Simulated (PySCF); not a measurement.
**Question.** Give a PBE0-D3(BJ)/def2-SVP geometry of 1-ethyl-4-fluorobenzene (`Fc1ccc(CC)cc1`).

**Answer.** 
Z-matrix in Å and degrees, rows numbered from 1:
```
C 
C   1  1.5265
C   2  1.5058  1  112.82
C   3  1.3999  2  121.00  1    88.63
C   4  1.3929  3  121.50  2  -177.74
C   5  1.3892  4  118.86  3     0.09
F   6  1.3338  5  119.35  4  -179.80
C   6  1.3890  5  121.32  4    -0.07
C   8  1.3929  6  118.90  5     0.09
H   1  1.1009  2  111.30  3  -179.93
H   1  1.1010  2  111.03  3    59.72
H   1  1.1010  2  111.02  3   -59.60
H   2  1.1022  1  109.49  3   121.96
H   2  1.1022  1  109.51  3  -121.98
H   4  1.0937  3  119.38  2     2.58
H   5  1.0915  4  121.75  3  -179.64
H   8  1.0915  6  119.38  5  -179.68
H   9  1.0937  3  119.39  2    -2.57
```

The 8 C–C bonds span 1.389 Å (C6–C8, aromatic) to 1.526 Å (C1–C2, drawn single), a spread of 0.137 Å. The 6-membered ring C3–C4–C5–C6–C8–C9 has internal angles of 118.0° to 121.5° (sum 720°, against 720° for a flat polygon); it is planar, 0.00 Å rms from its mean plane, widest ring torsion 0°. Of the pairs four or more bonds apart, H14···H18 is among the closest relative to their van der Waals radii: 2.47 Å, 103 % of the sum of Bondi's values.

Method: PBE0-D3(BJ)/def2-SVP geometry optimisation, gas phase in PySCF 2.14.0.

Point group: Cs (every atom within 0.08 Å of its image). PBE0-D3(BJ)/def2-SVP frequencies: not computed here. One conformer, not necessarily the lowest (C1–C2–C3–C4 89°).
